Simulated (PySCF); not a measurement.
CH9BGe2O (SMILES CO[B]([GeH3])[GeH3]), singlet, at a GFN2-xTB geometry, atoms displaced at random by about 0.03 Å a coordinate; DF-PBE0/STO-3G, gradient run with PySCF.

The PySCF input:
```python
from pyscf import gto, scf, dft

mol = gto.M(
    atom='''
B    -0.12943772   -0.26119606   -0.30817069
Ge   -0.03866856   -1.38444880    1.34215173
H    -0.37190729   -2.81882107    1.14397327
H     1.37049097   -1.48736192    2.01434335
H    -0.95340604   -1.03094404    2.51080132
Ge    0.37761785    1.72829113   -0.27981844
H     1.52358706    2.16936209   -1.18463596
H    -0.80972293    2.69047369   -0.80218203
H     0.73792950    2.32875373    1.02287803
O    -0.47558987   -0.92765046   -1.38851444
C    -0.65339321   -0.48697282   -2.65483899
H    -0.06658097   -0.95789670   -3.31759223
H    -1.74817218   -0.66027956   -2.94562260
H    -0.50022175    0.63790721   -2.74833539
''',
    basis='sto-3g',
    verbose=4,
)

mf = dft.RKS(mol)
mf.xc = 'pbe0'
mf = mf.density_fit(auxbasis='def2-universal-jkfit')
mf.kernel()
g = mf.nuc_grad_method()
g.auxbasis_response = False
grad = g.kernel()
```

### Question
What does PySCF print? Leave out banner, timings and long lists.

### Answer

```
PySCF version 2.14.0

[INPUT] verbose = 4
[INPUT] num. atoms = 14
[INPUT] num. electrons = 92
[INPUT] charge = 0
[INPUT] spin (= nelec alpha-beta = 2S) = 0
[INPUT] symmetry False subgroup None
[INPUT] Mole.unit = angstrom
[INPUT] Symbol           X                Y                Z      unit          X                Y                Z       unit  Magmom
[...]
nuclear repulsion = 580.400165262659
number of shells = 34
number of NR pGTOs = 180
number of NR cGTOs = 60
basis = sto-3g
ecp = {}

******** <class 'pyscf.df.df_jk.DFRKS'> ********
method = DFRKS
initial guess = minao
damping factor = 0
level_shift factor = 0
DIIS = <class 'pyscf.scf.diis.CDIIS'>
diis_start_cycle = 1
diis_space = 8
diis_damp = 0
SCF conv_tol = 1e-09
SCF conv_tol_grad = None
SCF max_cycles = 50
direct_scf = False
XC library pyscf.dft.libxc version 7.1.2
    S. Lehtola, C. Steigemann, M. J. T. Oliveira, and M. A. L. Marques,  SoftwareX 7, 1–5 (2018)
XC functionals = pbe0
    C. Adamo and V. Barone,  J. Chem. Phys. 110, 6158 (1999)
    M. Ernzerhof and G. E. Scuseria,  J. Chem. Phys. 110, 5029 (1999)
radial grids:
    Treutler-Ahlrichs [JCP 102, 346 (1995); DOI:10.1063/1.469408] (M4) radial grids

becke partition: Becke, JCP 88, 2547 (1988); DOI:10.1063/1.454033
pruning grids: <function nwchem_prune>
grids dens level: 3
symmetrized grids: False
atomic radii adjust function: <function treutler_atomic_radii_adjust>
small_rho_cutoff = 0
Set gradient conv threshold to 3.16228e-05
Initial guess from minao.
tot grids = 171800
******** <class 'pyscf.df.df.DF'> ********
auxbasis = def2-universal-jkfit
init E= -4242.90804495198
[...]
cycle= 1 E= -4247.15090335859  delta_E= -4.24  |g|= 0.676  |ddm|= 4.34
[...]
cycle= 2 E= -4247.12441285264  delta_E= 0.0265  |g|= 0.837  |ddm|= 2.48
[...]
cycle= 3 E= -4247.34381138753  delta_E= -0.219  |g|= 0.121  |ddm|= 1.35
[...]
cycle= 4 E= -4247.34921291703  delta_E= -0.0054  |g|= 0.0359  |ddm|= 0.269
[...]
cycle= 5 E= -4247.34964198846  delta_E= -0.000429  |g|= 0.0126  |ddm|= 0.0657
[...]
cycle= 6 E= -4247.34969021909  delta_E= -4.82e-05  |g|= 0.00309  |ddm|= 0.0191
[...]
cycle= 7 E= -4247.34969352039  delta_E= -3.3e-06  |g|= 0.00032  |ddm|= 0.00473
[...]
cycle= 8 E= -4247.34969356639  delta_E= -4.6e-08  |g|= 0.000155  |ddm|= 0.000897
[...]
cycle= 9 E= -4247.3496935757  delta_E= -9.32e-09  |g|= 1.32e-05  |ddm|= 0.000283
[...]
cycle= 10 E= -4247.34969357579  delta_E= -8.55e-11  |g|= 4.25e-06  |ddm|= 3.63e-05
[...]
Extra cycle  E= -4247.34969357579  delta_E= -3.64e-12  |g|= 3.15e-06  |ddm|= 1.34e-05
converged SCF energy = -4247.34969357579

******** <class 'pyscf.df.grad.rks.Gradients'> for <class 'pyscf.df.df_jk.DFRKS'> ********
unit = Eh/Bohr
grid_response = False
--------------- DFRKS gradients ---------------
         x                y                z
0 B    -0.0211786950    -0.0300894478    -0.0460677620
1 Ge    -0.0113231745     0.0188832582    -0.0383172804
2 H    -0.0055152254    -0.0262087200     0.0006430616
3 H     0.0421368521    -0.0075848293     0.0221858237
4 H    -0.0239504571     0.0037783696     0.0320230263
5 Ge     0.0132046464    -0.0399069097     0.0225285374
6 H     0.0291197625     0.0151968294    -0.0223531958
7 H    -0.0404920459     0.0354682658    -0.0186158999
8 H     0.0081498981     0.0164223885     0.0227457519
9 O    -0.0043938461     0.0544927370    -0.0570363654
10 C     0.1051535441    -0.1089970717     0.0131051917
11 H    -0.0642937720     0.0525783248     0.0694081027
12 H    -0.0252585316    -0.0011831185    -0.0024909262
13 H    -0.0012351020     0.0197819621     0.0008223545
----------------------------------------------
```
